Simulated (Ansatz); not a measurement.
Total energies of `O=[CH][GaH][SiH3]`.

Z-matrix (Å, degrees):
```
Si
Ga 1 2.410
H 1 1.487 2 111.9
H 1 1.491 2 108.3 3 -118.9
H 1 1.488 2 112.0 3 122.4
C 2 2.015 1 119.2 3 8.3
H 2 1.571 1 123.6 3 -161.3
O 6 1.210 2 110.5 1 -81.6
H 6 1.115 2 130.3 1 98.5
```

Total charge 0; spin multiplicity 1. Correlated methods include outer-core shells of Ga, which these sets cover unevenly. Scalar relativity is left out up to krypton. Geometry: relaxed with PBE0-D4/def2-TZVP. It is one conformer, not always the lowest. Basis def2-TZVPP, Ansatz 0.2.0.

RPA on PBE orbitals: Hartree–Fock energy of these orbitals -2327.75996 Eh, correlation -1.23007 Eh (frozen core).

```
             functional  energy without D4 (Eh)  D4 term (kJ/mol)
            LDA (SPW92)             -2325.57283                 –
                    PBE             -2330.11715             -17.4
                 revPBE             -2330.46264             -46.3
                   BLYP             -2330.73321             -37.2
                 r2SCAN             -2330.59240              -4.2
                   PBE0             -2330.18458             -14.9
                r2SCANh             -2330.57146              -4.5
                r2SCAN0             -2330.54192              -5.1
HSE06 (plane-wave form)             -2330.17154             -14.1
                  BHLYP             -2330.60093             -24.6
                LC-ωPBE             -2330.27541                 –
                ωB97X-V             -2330.43100                 –
                 B2PLYP             -2330.11981                 –
               PBE-QIDH             -2329.74057                 –
```

**Question.** Give the same for B97M-V, B3LYP, CAM-B3LYP, ωB97M-V. (An estimate is asked.)

**Answer.** Ansatz gave: 
```json
{"functional": "B97M-V", "energy without D4 (Eh)": "-2330.22771", "D4 term (kJ/mol)": "–"}
{"functional": "B3LYP", "energy without D4 (Eh)": "-2330.77156", "D4 term (kJ/mol)": "-28.4"}
{"functional": "CAM-B3LYP", "energy without D4 (Eh)": "-2330.76793", "D4 term (kJ/mol)": "-15.5"}
{"functional": "ωB97M-V", "energy without D4 (Eh)": "-2330.51640", "D4 term (kJ/mol)": "–"}
```

B3LYP takes the VWN-RPA correlation (the form of Gaussian; ORCA's B3LYP/G). HSE06 is the plane-wave form, built on full-range PBE exchange. The double hybrids freeze the cores in their second-order part.

LC-ωPBE has ω = 0.4 bohr⁻¹.
